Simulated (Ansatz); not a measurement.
Consider the formal exchange of groups at the Si–C bond: `C[SiH](C)C#N` + GeH₄ → `C[SiH]([GeH3])C#N` + CH₄.

Computed with Ansatz on PBE0-D4/def2-TZVP structures; ΔE is electronic, products minus reactants. CCSD(T)/CBS adds triple-zeta CCSD(T) − MP2 to the extrapolated MP2 energy (def2 sets, frozen cores). This one scheme is used for every species. DFT in def2-TZVPP. For Ge outer-core shells are correlated without core-valence functions, which leaves a few kJ/mol of doubt a bond. Scalar relativity is left out up to krypton.

`C[SiH](C)C#N`:

```xyz
12

C    -1.052   -0.544   -1.170
Si    0.089   -0.444    0.297
C     1.459    0.797    0.090
C    -0.930    0.084    1.763
N    -1.565    0.428    2.660
H    -1.863   -1.252   -0.987
H    -0.502   -0.875   -2.055
H    -1.492    0.432   -1.386
H     0.623   -1.782    0.656
H     1.056    1.792   -0.108
H     2.101    0.515   -0.748
H     2.077    0.851    0.989
```

GeH₄:

```xyz
5

Ge    0.000    0.000    0.000
H     1.016    0.946    0.653
H     0.673   -1.345   -0.300
H    -0.508    0.620   -1.308
H    -1.181   -0.221    0.954
```

`C[SiH]([GeH3])C#N`:

Cartesian coordinates in Å:
```
C 1.556 0.296 -0.873
Si -0.142 0.635 -0.180
Ge -0.728 -0.786 1.637
C -1.389 0.321 -1.517
N -2.164 0.087 -2.338
H 1.640 -0.744 -1.194
H 1.757 0.941 -1.730
H 2.316 0.484 -0.112
H -0.311 2.063 0.191
H 0.252 -0.553 2.800
H -0.633 -2.255 1.198
H -2.155 -0.488 2.117
```

CH₄:

Cartesian coordinates in Å:
```
C 0.000 0.000 0.000
H 0.955 -0.271 -0.450
H -0.067 1.084 0.085
H -0.074 -0.447 0.991
H -0.813 -0.366 -0.626
```

| species | r2SCAN0 energy (Eh) |
| --- | --- |
| `C[SiH](C)C#N` | -462.71572 |
| GeH₄ | -2079.35641 |
| `C[SiH]([GeH3])C#N` | -2501.57964 |
| CH₄ | -40.49834 |

(1) Work out ΔE.

(2) What do rigid-rotor, harmonic-oscillator terms from PBE0-D4/def2-TZVP frequencies (298.15 K, 1 bar) make of the CCSD(T)/CBS value? (Best estimate.)

Largest T1 diagnostic among the species: 0.012.

Answers

(1) ΔE = (-2501.57964) + (-40.49834) − (-462.71572) − (-2079.35641) = -0.00585 Eh = -0.16 eV. CCSD(T)/CBS gives -0.17 eV.

(2) The calculation gave: ΔZPE = +0.05 eV, ΔH = -0.09 eV, ΔS = 7 J/(mol·K), ΔG = -0.11 eV.

From BLYP to BHLYP (50 % exact exchange), in def2-TZVPP and without D4, ΔE moves by +0.08 eV. Leaving LDA and LC-ωPBE aside and taking each functional with its dispersion term where it has one, the values, not all of them listed here, spread over 0.14 eV, from PBE-D4 to ωB97M-V. LDA lies +0.05 eV from PBE without D4. In def2-TZVPP, CCSD(T) changes the Hartree–Fock value by −0.11 eV (the triples alone add −0.02 eV) and MP2 by −0.10 eV.
